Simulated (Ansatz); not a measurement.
`O[SiH2]N[Si](O)(F)F` + H₂ → `O[SiH2]N[SiH](O)F` + H–F  (hydrogenolysis of the Si–F bond)

Calculated with Ansatz (gas phase, PBE0-D4/def2-TZVP geometries, no zero-point term in ΔE). CCSD(T)/CBS is the MP2 limit (def2-TZVPP, def2-QZVPP) plus CCSD(T) − MP2 in def2-TZVPP, frozen cores. This one scheme is used for every species. DFT in def2-TZVPP. B3LYP here is the variant with VWN-RPA as its local correlation; programs differ in this. Each species was taken in one conformer, which may not be the lowest.

```tsv
level	ΔE (kJ/mol)	difference from CCSD(T)/CBS
PBE-D4	132.1	-6.2
r2SCAN-D4	149.7	11.4
PBE0-D4	134.2	-4.1
B3LYP-D4	142.7	4.4
ωB97X-V	140.4	2.1
ωB97M-V	142.9	4.6
B2PLYP	139.4	1.1
PBE	127.8	-10.5
r2SCAN	148.7	10.4
PBE0	130.6	-7.7
B3LYP	135.7	-2.6
HF/def2-TZVPP	140.1	1.8
MP2/def2-TZVPP	140.7	2.4
SCS-MP2/def2-TZVPP	139.1	0.8
CCSD/def2-TZVPP	137.8	-0.5
CCSD(T)/def2-TZVPP	138.8	0.5
HF/def2-QZVPP	141.6	3.3
MP2/def2-QZVPP	140.9	2.6
SCS-MP2/def2-QZVPP	139.4	1.1
HF/CBS(def2)	141.8	3.5
MP2/CBS(def2)	140.2	1.9
CCSD/CBS(def2)	137.3	-1.0
CCSD(T)/CBS	138.3	0
```

Largest T1 diagnostic among the species: 0.011.

The D4 term adds +7.0 kJ/mol with B3LYP and +3.6 kJ/mol with PBE0; it sums over pairs of atoms, weighted by their polarisabilities, and B3LYP, whose exchange is more repulsive, gets the larger term.
